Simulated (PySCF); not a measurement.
**How methods differ on the ionisation energy of In²⁺**

In²⁺ [Kr] 4d10 5s1 (2S) → In³⁺ [Kr] 4d10 (1S), as a difference of total energies. All numbers are calculated (PySCF 2.14, a scalar-relativistic core potential, in aug-cc-pwCVDZ-PP with ECP28MDF (6s5p4d1f, 48 functions)). Correlated levels: valence and next inner shell: nothing frozen outside the core potential. The calculations carry no spin-orbit coupling.

```
                                method  ionisation energy (eV)  error (eV)
                                   UHF                  26.626      -1.418
    MP2 (valence and next inner shell)                  27.844      -0.200
SCS-MP2 (valence and next inner shell)                  27.633      -0.411
   CCSD (valence and next inner shell)                  27.720      -0.324
CCSD(T) (valence and next inner shell)                  27.749      -0.295
```

Reference: 28.044 eV (measured; NIST Atomic Spectra Database, ionization energies).

Errors of the correlated levels include the incompleteness of this basis.
